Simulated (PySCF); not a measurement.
This PySCF input asks for the NMR shieldings of `NC(=O)[Si@@H]1C[C@H](C[SiH3])O1`, C$_{4}$H$_{11}$NO$_{2}$Si$_{2}$; the geometry comes from GFN2-xTB.

```python
import basis_set_exchange as bse
import numpy as np
from pyscf import gto, dft
from pyscf.prop import nmr

atoms = """
N     2.787960   -0.107423    1.643595
C     3.040025    0.063542    0.327012
O     4.087095    0.527554   -0.078050
Si    1.632110   -0.462295   -0.859313
C     0.046053    0.570574   -1.098247
C    -0.643652   -0.624836   -0.432109
C    -1.474537   -0.307076    0.788149
Si   -3.069941    0.641683    0.374547
O     0.518078   -1.406418   -0.070848
H     3.512476    0.086948    2.319109
H     1.969872   -0.610600    1.940227
H     2.163697   -1.052927   -2.083702
H    -0.049817    1.481781   -0.514659
H    -0.284513    0.764427   -2.112285
H    -1.220207   -1.216801   -1.148015
H    -1.723068   -1.245474    1.287918
H    -0.859241    0.266679    1.484920
H    -3.813343    0.835717    1.621323
H    -3.872545   -0.138022   -0.569380
H    -2.751651    1.943646   -0.214352
"""
names = dict.fromkeys(["N", "C", "O", "Si", "H"], "pcSseg-1")
basis = {el: gto.basis.parse(bse.get_basis(n, elements=[el], fmt="nwchem")) for el, n in names.items()}
mol = gto.M(atom=atoms, basis=basis, charge=0, verbose=0)
mf = dft.RKS(mol, xc="PBE0")
mf.grids.level = 2
mf.grids.alignment = dft.numint.BLKSIZE   # the property module wants whole blocks of grid points
mf.conv_tol = 1e-9
mf.kernel()

calc = nmr.RKS(mf)   # GIAO
C = mf.mo_coeff
Co = C[:, mf.mo_occ > 0]
resp = mf.gen_response(singlet=True, hermi=2)
def vind(x):   # induced exchange potential for any number of trial vectors
    d = np.einsum("pi,xij,qj->xpq", C, 2 * x.reshape(-1, C.shape[1], Co.shape[1]), Co, optimize=True)
    return np.einsum("xpq,pi,qj->xij", resp(d - d.transpose(0, 2, 1)), C, Co, optimize=True).ravel()
mo1, _ = nmr.rhf.solve_mo1(calc, with_cphf=vind)
sigma = calc.kernel(mo1)
for i, s in enumerate(sigma):   # ppm
    print("%2d %-2s %9.2f" % (i, mol.atom_pure_symbol(i), np.trace(s) / 3))
```

Question: What are the results?

Answer: 
```
 0 N     134.08
 1 C       5.55
 2 O    -155.74
 3 Si    359.66
 4 C     157.25
 5 C     107.21
 6 C     160.50
 7 Si    428.61
 8 O     224.15
 9 H      26.40
10 H      25.45
11 H      26.25
12 H      29.96
13 H      29.43
14 H      26.81
15 H      30.01
16 H      30.50
17 H      27.85
18 H      27.99
19 H      27.95
```

These numbers come from an equivalent density-fitted implementation of the same equations, which agrees with the script to about 0.01 ppm for H and up to a few tenths of a ppm for heavy atoms, so last digits may differ.

Size and cost of the density-fitted run: 222 basis functions, 3.1 min wall time (2.5 min CPU) on 1 thread of an Intel Xeon, shared host; peak memory 1 GiB.
